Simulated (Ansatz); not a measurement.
One change: `O[SiH]1BC1` becomes `Cl[SiH]1BC1`.

Ansatz, PBE0-D4/def2-TZVP geometries, multiplicity 1. Each molecule was computed in one conformer, which needn't be the lowest.

| property | `O[SiH]1BC1` |
| --- | --- |
| HOMO–LUMO gap (PBE0/def2-TZVPP) / eV | 5.54 |
| HOMO energy (PBE/def2-TZVPP) / eV | -5.78 |
| ideal-gas entropy at 298 K and 1 bar (rigid rotor, harmonic PBE0-D4/def2-TZVP) / J/(mol·K) | 304 |
| size of the dipole moment (B3LYP/def2-TZVPP) / D | 2.45 |
| HOMO–LUMO gap (ωB97M-V/def2-TZVPP) / eV | 9.57 |
| LUMO energy (PBE0/def2-TZVPP) / eV | -1.29 |

Question: Give the same properties after the change, and the shifts. (Best estimate.)

Answer: The calculation gave: 
```
                                                                                  property  `Cl[SiH]1BC1`  shift
                                                      HOMO–LUMO gap (PBE0/def2-TZVPP) / eV           5.72   0.18
                                                         HOMO energy (PBE/def2-TZVPP) / eV          -6.13  -0.35
ideal-gas entropy at 298 K and 1 bar (rigid rotor, harmonic PBE0-D4/def2-TZVP) / J/(mol·K)            310      6
                                          size of the dipole moment (B3LYP/def2-TZVPP) / D           1.29  -1.16
                                                   HOMO–LUMO gap (ωB97M-V/def2-TZVPP) / eV           9.76   0.19
                                                        LUMO energy (PBE0/def2-TZVPP) / eV          -1.45  -0.16
```

With PBE0 the HOMO falls by 0.35 eV and the LUMO falls by 0.16 eV, so the gap widens by about 0.19 eV. PBE moves the HOMO by -0.35 eV and ωB97M-V by -0.32 eV. The zero-point energy changes by -32.6 kJ/mol with -3 modes. Dipoles are sizes alone; their direction can turn.

B3LYP here is the variant with VWN-RPA as its local correlation; programs differ in this.
